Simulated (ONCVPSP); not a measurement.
**Sc, ONCV: configuration errors across variants**

Sc, optimised norm-conserving Vanderbilt (ONCV), made with ONCVPSP 4.0.1 (PBE, scalar-relativistic). Core [Ne], reference 3s2 3p6 3d1 4s1.5 (charge +0.5). Waves: 3s+4s: rc 1.90 bohr, ncon 4, nbas 8, qcut 8.4 1/bohr, 2 projectors; 3p: rc 1.05 bohr, ncon 4, nbas 7, qcut 9.2 1/bohr, 3 projectors, debl 3.3 Ha; 3d: rc 2.60 bohr, ncon 4, nbas 9, qcut 6.2 1/bohr, 1 projector. Local part: polynomial inside 0.70 bohr (lpopt 5, dvloc0 2 Ha). Core correction: polynomial model core, fcfact 0.2.

All-electron excitation energies from the reference (eV): (1) 3s2 3p6 3d1 4s2 -2.754; (2) 3s2 3p6 3d1 4s1 4.143; (3) 3s2 3p6 3d1 4s0 16.910; (4) 3s2 3p5 3d1 4s2 37.423.

A true bound ghost makes a file unfit for plane-wave use even where its test errors are small: the radial tests pick states by their node count and pass the ghost by.

Errors AE − PS in meV (a dash: test not solved or not reliable):

```csv
change,(1),(2),(3),(4),bound ghosts,GHOST(+) flags above zero
base,+0.2,-0.6,-8.9,-128,none,"s, p"
"local potential polynomial inside 0.70 bohr (lpopt 5, dvloc0 -2 Ha)",+0.2,-0.6,-8.9,-125,none,"s, p, d"
"local potential polynomial inside 0.70 bohr (lpopt 5, dvloc0 -1 Ha)",+0.2,-0.6,-8.9,-126,none,"s, p, d"
"local potential polynomial inside 0.70 bohr (lpopt 5, dvloc0 1.5 Ha)",+0.2,-0.6,-8.9,-127,none,"s, p"
"local potential polynomial inside 0.70 bohr (lpopt 5, dvloc0 3 Ha)",+0.2,-0.6,-8.9,-128,p,"s, p"
"local potential polynomial inside 0.70 bohr (lpopt 5, dvloc0 4.5 Ha)",+0.2,-0.6,-8.9,-129,p,p
"local potential polynomial inside 0.70 bohr (lpopt 5, dvloc0 5.5 Ha)",+0.2,-0.6,-8.9,-129,p,p
"local potential polynomial inside 0.70 bohr (lpopt 5, dvloc0 6.5 Ha)",+0.2,-0.6,-8.9,-129,p,p
"local potential polynomial inside 0.70 bohr (lpopt 5, dvloc0 8 Ha)",+0.2,-0.6,-8.9,-130,p,p
"local potential polynomial inside 0.70 bohr (lpopt 5, dvloc0 9.5 Ha)",+0.2,-0.6,-8.9,-130,p,p
```

Give the same row for: local potential polynomial inside 0.70 bohr (lpopt 5, dvloc0 0 Ha).

+0.2, -0.6, -8.9, -127; bound ghosts: none; GHOST(+) flags above zero: s, p.
